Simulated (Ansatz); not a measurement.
Cost and result for the atomization energy of C$_{2}$H$_{6}$AlN (`C[C](=N)[AlH2]`) (10 atoms, 9 bonds).

```xyz
10

C    -1.161   -0.022   -0.938
C     0.214    0.002   -0.342
N     1.210    0.014   -1.143
Al    0.588    0.016    1.608
H    -1.713   -0.905   -0.597
H    -1.108   -0.027   -2.029
H    -1.740    0.846   -0.606
H     2.099    0.030   -0.638
H     2.140    0.041    1.946
H    -0.529    0.005    2.739
```

The species carries charge 0 and has multiplicity 1. The structure was optimised at the PBE0-D4/def2-TZVP level. It is one conformer, not always the lowest. Program: Ansatz. All runs use 2 threads of an Arm Neoverse V1 on a shared host. Times are those of one run each, without the atoms' runs, and a repeat can differ threefold. Electronic energies, without spin–orbit coupling; frozen cores. CCSD(T)/CBS adds CCSD(T) − MP2 in def2-TZVPP to the MP2 limit, and its time is that of the two runs behind it. T1 = 0.012. B3LYP takes the VWN-RPA correlation (the form of Gaussian; ORCA's B3LYP/G).

CCSD(T)/CBS is a level of theory with its own doubt, some kJ/mol a heavy atom from the limit and from the frozen cores, so smaller differences don't rank the functionals.

```json
{"level": "LDA (SPW92)/def2-TZVPP", "functions": "219", "wall time": "1.6 s"}
{"level": "PBE-D4/def2-TZVPP (with forces)", "functions": "219", "wall time": "3.2 s"}
{"level": "PBE0-D4/def2-TZVPP", "functions": "219", "wall time": "3.5 s"}
{"level": "CCSD(T)/def2-SVP", "functions": "90", "wall time": "3.5 s"}
{"level": "BHLYP-D4/def2-TZVPP", "functions": "219", "wall time": "3.7 s"}
{"level": "CAM-B3LYP-D4/def2-TZVPP", "functions": "219", "wall time": "4.1 s"}
{"level": "B3LYP-D4/def2-TZVPP (with forces)", "functions": "219", "wall time": "5.5 s"}
{"level": "ωB97X-V/def2-TZVPP", "functions": "219", "wall time": "11 s"}
{"level": "B97M-V/def2-TZVPP", "functions": "219", "wall time": "12 s"}
{"level": "ωB97M-V/def2-TZVPP (with forces)", "functions": "219", "wall time": "15 s"}
{"level": "MP2/def2-QZVPP", "functions": "421", "wall time": "26 s"}
{"level": "CCSD(T)/def2-TZVPP", "functions": "219", "wall time": "87 s"}
{"level": "CCSD(T)/CBS(def2)", "functions": "–", "wall time": "110 s"}
```

(1) What atomization energy does each give, and how far from CCSD(T)/CBS? (Estimate.)

## Answers

(1) Computed: 
```json
{"level": "LDA (SPW92)/def2-TZVPP", "atomization (kcal/mol)": "951.8", "difference from CCSD(T)/CBS": "115.2", "per bond": "12.8"}
{"level": "PBE-D4/def2-TZVPP (with forces)", "atomization (kcal/mol)": "853.7", "difference from CCSD(T)/CBS": "17.1", "per bond": "1.9"}
{"level": "PBE0-D4/def2-TZVPP", "atomization (kcal/mol)": "837.4", "difference from CCSD(T)/CBS": "0.8", "per bond": "0.1"}
{"level": "CCSD(T)/def2-SVP", "atomization (kcal/mol)": "793.6", "difference from CCSD(T)/CBS": "-43.0", "per bond": "-4.8"}
{"level": "BHLYP-D4/def2-TZVPP", "atomization (kcal/mol)": "814.7", "difference from CCSD(T)/CBS": "-21.9", "per bond": "-2.4"}
{"level": "CAM-B3LYP-D4/def2-TZVPP", "atomization (kcal/mol)": "842.1", "difference from CCSD(T)/CBS": "5.5", "per bond": "0.6"}
{"level": "B3LYP-D4/def2-TZVPP (with forces)", "atomization (kcal/mol)": "840.2", "difference from CCSD(T)/CBS": "3.6", "per bond": "0.4"}
{"level": "ωB97X-V/def2-TZVPP", "atomization (kcal/mol)": "840.3", "difference from CCSD(T)/CBS": "3.7", "per bond": "0.4"}
{"level": "B97M-V/def2-TZVPP", "atomization (kcal/mol)": "844.1", "difference from CCSD(T)/CBS": "7.5", "per bond": "0.8"}
{"level": "ωB97M-V/def2-TZVPP (with forces)", "atomization (kcal/mol)": "840.3", "difference from CCSD(T)/CBS": "3.7", "per bond": "0.4"}
{"level": "MP2/def2-QZVPP", "atomization (kcal/mol)": "835.7", "difference from CCSD(T)/CBS": "-0.9", "per bond": "-0.1"}
{"level": "CCSD(T)/def2-TZVPP", "atomization (kcal/mol)": "814.2", "difference from CCSD(T)/CBS": "-22.4", "per bond": "-2.5"}
{"level": "CCSD(T)/CBS(def2)", "atomization (kcal/mol)": "836.6", "difference from CCSD(T)/CBS": "0.0", "per bond": "0.0"}
```

From PBE to PBE0 (25 % exact exchange), in def2-TZVPP and without D4, the atomization energy moves by −15.6 kcal/mol: exact exchange takes away binding that semilocal exchange gives to molecules. The D4 term adds +6.5 kcal/mol with B3LYP and +3.4 kcal/mol with PBE0; it sums over pairs of atoms, weighted by their polarisabilities, and B3LYP, whose exchange is more repulsive, gets the larger term. Leaving LDA and LC-ωPBE aside and taking each functional with its dispersion term where it has one, the values spread over 38.9 kcal/mol, from BHLYP-D4 to PBE-D4. LDA lies +102.2 kcal/mol from PBE without D4, its usual overbinding.
